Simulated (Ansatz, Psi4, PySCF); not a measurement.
C$_{4}$H$_{3}$O (SMILES [c]1ccoc1), doublet, at a GFN2-xTB geometry. Base run: BHANDHLYP/STO-3G in PySCF.

Here is a job for PySCF.
```python
from pyscf import gto, scf, dft

mol = gto.M(
    atom='''
O     0.00320980    0.03712410    1.10077705
C    -0.00470459    1.13278412    0.30613156
C     0.00607725   -1.03890390    0.29073263
C    -0.00668530    0.73246643   -0.98335742
C     0.00019942   -0.67268721   -1.02298200
H    -0.00805670    2.09460371    0.77436666
H     0.01233026   -2.00397519    0.75783522
H     0.00072736   -1.30957797   -1.88156691
''',
    basis='sto-3g',
    spin=1,
    verbose=4,
)

mf = dft.UKS(mol)
mf.xc = 'bhandhlyp'
mf.kernel()
```

The same geometry, method and basis name were run in Ansatz (an electronic-structure program) and Psi4 and PySCF, at each program's defaults and at the settings that a row names. The base is PySCF at its defaults. Differences at the defaults can come from grids, fitting, cores and function types together.

```tsv
code and settings	ΔE vs base (mEh)	basis functions	E (Eh)	SCF cycles	dipole (D)
PySCF, defaults (exact integrals, its default grid, spherical functions)	0.000	28	-226.27286	14	0.29
Psi4, defaults (density fitting with its default set, its default grid, spherical functions)	-1.048	28	-226.27391	13	0.29
Ansatz, defaults (factorised integrals, its default grid, spherical functions)	0.007	28	-226.27286	-	-
PySCF, density fitting with def2-universal-jkfit	-1.047	28	-226.27391	14	0.29
PySCF, fine grid	0.000	28	-226.27286	14	0.29
Psi4, exact integrals, spherical functions, fine grid	0.000	28	-226.27286	17	0.29
Ansatz, high accuracy	0.000	28	-226.27286	-	-
```

Open shells are given as the SCF converged; they aren't shown to be the lowest states, and a large step between rows can be another state.
